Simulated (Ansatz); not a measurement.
Two structures of Si2H7Cl3O, closed shell, reached by relaxing down either side of one saddle point (PBE0-D4/def2-TZVP). Energies are electronic, without zero-point energy. Computed with Ansatz 0.2.0 (basis: def2-TZVPP and def2-QZVPP); correlated methods freeze the cores. Extrapolation: Hartree–Fock as exp(−7.88 √X), correlation as X^−2.97. First:

```
13
angstrom
Si -1.4904 -0.3106 -0.7425
Si 0.5214 0.6451 -1.4455
Cl -1.9815 -1.7702 -2.1129
Cl -2.9659 1.1122 -0.7390
H -1.5021 -0.9680 0.5815
H 0.3237 0.5235 2.1416
Cl -0.4749 1.4713 2.5372
H 1.1421 -1.7006 1.7546
O 1.3316 -0.8182 1.4240
H 1.0254 1.6366 -0.4632
H 0.2532 1.3202 -2.7426
H 1.5310 -0.4252 -1.6555
H 2.2865 -0.7159 1.4622
```

Second:

Si1  (-2.281, -0.260, 0.565)
Si2  (1.909, 0.731, -1.561)
Cl3  (-1.257, -1.220, -0.915)
Cl4  (-4.168, 0.081, -0.125)
H5  (-2.365, -1.075, 1.777)
H6  (0.735, -0.215, 2.207)
Cl7  (-1.428, 1.553, 0.934)
H8  (1.918, 0.321, -0.132)
O9  (0.325, -1.061, 2.012)
H10  (3.180, 1.439, -1.860)
H11  (0.759, 1.631, -1.809)
H12  (1.805, -0.481, -2.411)
H13  (0.867, -1.443, 1.317)
(Å)

Problem. Which bonds change from the first to the second?

Solution. Si₂H₄Cl₂ ([SiH3][SiH]([Cl])[Cl]) + HCl + H₂O → SiHCl₃ ([Cl][SiH]([Cl])[Cl]) + SiH₄ + H₂O; bonds formed: Si1–Cl7, Si2–H8, H6–O9; bonds broken: Si1–Si2, H6–Cl7, H8–O9.

Problem. Give the saddle point's structure and its height above each. (An estimate is asked for; the value comes from the calculation.)

Solution. The calculation gives: 191.0 kJ/mol above the first and 274.1 kJ/mol above the second (CCSD(T) at an estimated basis limit (MP2 extrapolated from triple and quadruple zeta, plus CCSD(T) − MP2 in triple zeta)).
```json
{"atom": "Si1", "x (Å)": "-1.3768", "y (Å)": "-0.1786", "z (Å)": "-0.0686"}
{"atom": "Si2", "x (Å)": "0.7953", "y (Å)": "0.4289", "z (Å)": "-1.1795"}
{"atom": "Cl3", "x (Å)": "-1.4501", "y (Å)": "-1.5208", "z (Å)": "-1.7449"}
{"atom": "Cl4", "x (Å)": "-2.9058", "y (Å)": "1.0499", "z (Å)": "-0.6672"}
{"atom": "H5", "x (Å)": "-1.6581", "y (Å)": "-1.1786", "z (Å)": "0.9720"}
{"atom": "H6", "x (Å)": "0.5410", "y (Å)": "-0.0509", "z (Å)": "1.9932"}
{"atom": "Cl7", "x (Å)": "-0.7967", "y (Å)": "1.3409", "z (Å)": "1.6237"}
{"atom": "H8", "x (Å)": "0.5981", "y (Å)": "-0.4964", "z (Å)": "0.4052"}
{"atom": "O9", "x (Å)": "1.0559", "y (Å)": "-0.7985", "z (Å)": "1.5517"}
{"atom": "H10", "x (Å)": "1.8176", "y (Å)": "1.2570", "z (Å)": "-0.4762"}
{"atom": "H11", "x (Å)": "-0.0659", "y (Å)": "1.3255", "z (Å)": "-1.9875"}
{"atom": "H12", "x (Å)": "1.4522", "y (Å)": "-0.6153", "z (Å)": "-1.9974"}
{"atom": "H13", "x (Å)": "1.9932", "y (Å)": "-0.5629", "z (Å)": "1.5754"}
```

The T1 diagnostic stays at or below 0.012.

Labels in which every atom is bracketed show which atoms are joined, not bond orders.

For scale, one of the runs: CCSD(T)/def2-TZVPP, 339 basis functions, launched by `ansatz run in.yaml --threads 4 --pin off --events-out ev --progress --plain --max-ram 66560MiB --backend cuda --devices 0, --max-vram 37GiB`. The run took 15 s on 4 CPU threads of an AMD EPYC 7R13 and a share of one NVIDIA H100 (shared host), with 0.87 GiB of host memory at its peak.
